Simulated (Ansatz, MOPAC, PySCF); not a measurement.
Ligands exchanged one at a time, B Cl-SiH3. Gas-phase values, no solvent. Strings in code marks are SMILES.

Quantity: vertical ionisation energy (energy after one electron is removed minus that of the parent at the parent's geometry), in eV.

Level 1: frozen-core MP2/cc-pVTZ // PBE-D3(BJ)/def2-TZVP (Ansatz, a quantum-chemistry and plane-wave program)
Level 2: B3LYP/6-31G* // PBE-D3(BJ)/def2-TZVP (PySCF)
Level 3: minus the HOMO energy of PM7 // PBE-D3(BJ)/def2-TZVP (MOPAC)
Level 4: minus the HOMO energy of SVWN5/6-31G* // PBE-D3(BJ)/def2-TZVP (PySCF)

```json
[
 {"species": "`[SiH3]B([SiH3])[SiH3]`", "level 1": "10.07", "level 2": "9.69", "level 3": "10.40", "level 4": "___"},
 {"species": "`[SiH3]B(Cl)Cl`", "level 1": "10.68", "level 2": "10.41", "level 3": "10.51", "level 4": "___"},
 {"species": "`[SiH3]B([SiH3])Cl`", "level 1": "9.57", "level 2": "9.35", "level 3": "9.98", "level 4": "___"}
]
```

Problem. Complete the blanks.

Solution. 
- `[SiH3]B([SiH3])[SiH3]`, level 4: 6.80
- `[SiH3]B(Cl)Cl`, level 4: 7.17
- `[SiH3]B([SiH3])Cl`, level 4: 6.31
